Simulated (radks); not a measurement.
The zinc ion Zn+ inside a hard spherical wall (all orbitals vanish at R), configuration held at [Ar] 3d10 4s1 and not refilled when levels cross. All-electron calculation, scalar-relativistic Kohn-Sham, PBE, spin-polarised, spherical densities, finite nucleus; open shells are filled with parallel spins first; Fermi nuclear charge, rms radius 3.9283 fm. Program: a radial shooting solver on a logarithmic mesh with Libxc functionals. Eigenvalues in eV for spin up, with the zero of energy where the potential of the charges vanishes at infinity; a dash marks a level that is unbound or too diffuse for the functional's potential to be trusted. A positive occupied level is held by the wall or, in an anion where self-interaction has pushed it up, behind a barrier. The pressure on the wall is -dE/dV.

| R (bohr) | E (hartree) | kinetic (hartree) | e(3s) | e(3p) | e(3d) | e(4s) | e(4p, empty) | e(5s, empty) | pressure (GPa) |
|---|---|---|---|---|---|---|---|---|---|
| free | -1795.65731 | 1824.247 | -138.87 | -93.063 | -19.824 | -14.521 | -8.224 | - | 0 |
| 20 | -1795.65731 | 1824.247 | -138.87 | -93.063 | -19.824 | -14.521 | -8.224 | - | < 0.0001 |
| 8 | -1795.65720 | 1824.248 | -138.86 | -93.055 | -19.817 | -14.513 | -8.173 | -2.282 | 0.00689 |
| 7 | -1795.65670 | 1824.253 | -138.83 | -93.028 | -19.791 | -14.484 | -8.052 | -0.798 | 0.0502 |
| 5 | -1795.64044 | 1824.365 | -138.36 | -92.561 | -19.345 | -13.839 | -6.575 | 9.037 | 2.55 |
| 4 | -1795.57218 | 1824.719 | -137.14 | -91.355 | -18.193 | -11.787 | -3.154 | 25.098 | 20.5 |
| 3.5 | -1795.46078 | 1825.223 | -135.65 | -89.886 | -16.771 | -8.960 | 0.945 | 41.492 | 64.2 |
| 2.5 | -1794.41690 | 1829.287 | -126.80 | -81.225 | -7.881 | 11.525 | 26.714 | 126.44 | 943 |
